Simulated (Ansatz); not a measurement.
Wavefunction ladder for C$_{2}$H$_{7}$NOSi, SMILES `C1CO[SiH2]N1`

```xyz
12

C    -0.439    0.926    0.479
C    -0.303   -0.419    1.189
O     0.674   -1.190    0.501
Si    0.732   -0.758   -1.095
N    -0.303    0.607   -0.936
H    -1.414    1.371    0.700
H     0.338    1.619    0.834
H    -1.262   -0.950    1.174
H     0.013   -0.298    2.227
H     2.143   -0.496   -1.493
H     0.187   -1.796   -2.008
H    -0.367    1.382   -1.572
```

Charge 0, multiplicity 1. The geometry is a stationary point of PBE0-D4/def2-TZVP. Frozen core, restricted reference, Ansatz. CBS rows extrapolate triple and quadruple zeta; past MP2 they add the triple-zeta difference.

```json
{"basis": "def2-SVP", "HF (Eh)": "-497.85078", "MP2 corr.": "-0.71887", "CCSD corr.": "-0.76909", "(T)": "-0.02132", "CCSD(T) total": "-498.64119"}
{"basis": "def2-TZVPP", "HF (Eh)": "-498.20752", "MP2 corr.": "-0.90003", "CCSD corr.": "-0.93906", "(T)": "-0.03676", "CCSD(T) total": "-499.18334"}
{"basis": "def2-QZVPP", "HF (Eh)": "-498.22713", "MP2 corr.": "-0.96488", "CCSD corr.": "–", "(T)": "–", "CCSD(T) total": "–"}
{"basis": "CBS(def2)", "HF (Eh)": "-498.22983", "MP2 corr.": "-1.01291", "CCSD corr.": "-1.05194", "(T)": "as TZ", "CCSD(T) total": "-499.31853"}
```
